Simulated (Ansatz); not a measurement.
A nudged elastic band was laid between two geometries of C$_{2}$H$_{9}$AsSSi (14 atoms, charge 0, multiplicity 1).

The calculation used Ansatz 0.2.0, RKS BLYP-D4/def2-SVP.

| Quantity | Value |
| --- | --- |
| movable images | 7 |
| climbing image | yes |
| spring | 5.0 eV/Å² |
| optimiser | quadratic models (default) |
| start path | through a guess of the saddle point |
| force threshold | 0.03 eV/Å |
| iteration limit | 60 |
| end points | relaxed |

Image 0:

```xyz
14
Properties=species:S:1:pos:R:3
C -1.088 1.805 0.672
S 0.719 1.603 1.050
Si 0.808 -0.560 1.212
C 0.283 -1.395 -0.408
As 1.153 -0.542 -2.034
H -1.351 1.332 -0.293
H -1.275 2.892 0.599
H -1.716 1.387 1.482
H -0.069 -1.049 2.333
H 2.243 -0.853 1.524
H -0.819 -1.393 -0.516
H 0.612 -2.456 -0.387
H 0.126 0.604 -2.153
H 0.361 -1.404 -3.052
```

Image 8:

```xyz
14
Properties=species:S:1:pos:R:3
C -0.595 2.177 0.644
S -1.374 0.638 1.338
Si 0.300 -0.743 1.236
C 0.484 -1.598 -0.450
As 0.541 -0.330 -2.030
H 0.307 2.456 1.221
H -1.352 2.978 0.744
H -0.334 2.065 -0.424
H 0.031 -1.781 2.285
H 1.558 0.012 1.560
H -0.339 -2.325 -0.588
H 1.441 -2.161 -0.455
H -0.965 0.006 -1.954
H 0.285 -1.422 -3.097
```

Problem. What changes between the two ends?

Solution. No bond is made or broken. The dihedral C1–S2–Si3–C4 goes from 60 to -85°.

Problem. Give the energies along the band, and the barrier.

Solution. The forces met the threshold. The highest image is number 3 of 0 to 8, 2.2 kcal/mol above the first end and 1.6 kcal/mol above the last; the last end lies 0.6 kcal/mol above the first. The profile has 2 maxima (images 3, 7) with wells between them (image 5): this band takes more than one step, which may be the mechanism or a detour left from its start path. A vibrational analysis at the climbing image gives one clearly imaginary mode, 56i cm⁻¹: a first-order saddle point.

| image | path coordinate (Å) | energy (kcal/mol) | dihedral C1–S2–Si3–C4 (°) |
| --- | --- | --- | --- |
| 0 | 0.00 | 0.0 | 60 |
| 1 | 1.12 | 0.5 | 74 |
| 2 | 2.24 | 1.5 | 94 |
| 3 | 3.36 | 2.2 | 121 |
| 4 | 4.73 | 1.3 | 155 |
| 5 | 6.09 | 0.8 | -175 |
| 6 | 7.45 | 1.5 | -143 |
| 7 | 8.82 | 1.7 | -112 |
| 8 | 10.18 | 0.6 | -85 |

Problem. What is the geometry of the highest image?

Solution. 
```xyz
14
Properties=species:S:1:pos:R:3:forces:R:3
C -1.241 2.079 1.333 0.00 0.00 0.00
S 0.133 1.645 0.158 0.00 0.00 0.00
Si 0.584 -0.396 0.779 0.00 0.00 0.00
C 0.342 -1.589 -0.671 0.00 0.00 0.00
As 1.579 -1.202 -2.234 -0.01 0.00 0.00
H -2.098 1.387 1.228 0.00 0.00 0.00
H -1.566 3.099 1.057 0.00 0.00 0.00
H -0.889 2.085 2.381 0.00 0.00 0.00
H -0.343 -0.731 1.914 0.00 0.00 0.00
H 2.003 -0.497 1.259 0.00 0.00 0.00
H -0.713 -1.561 -1.007 0.00 0.00 0.00
H 0.574 -2.622 -0.334 0.00 0.00 0.00
H 0.939 0.170 -2.544 0.00 0.00 0.00
H 0.684 -1.895 -3.290 0.00 0.00 0.00
```

Run time: 2.9 min on 2 threads of AMD EPYC 9R45 96-Core Processor (Zen 5) (shared host), peak memory 0.24 GiB.
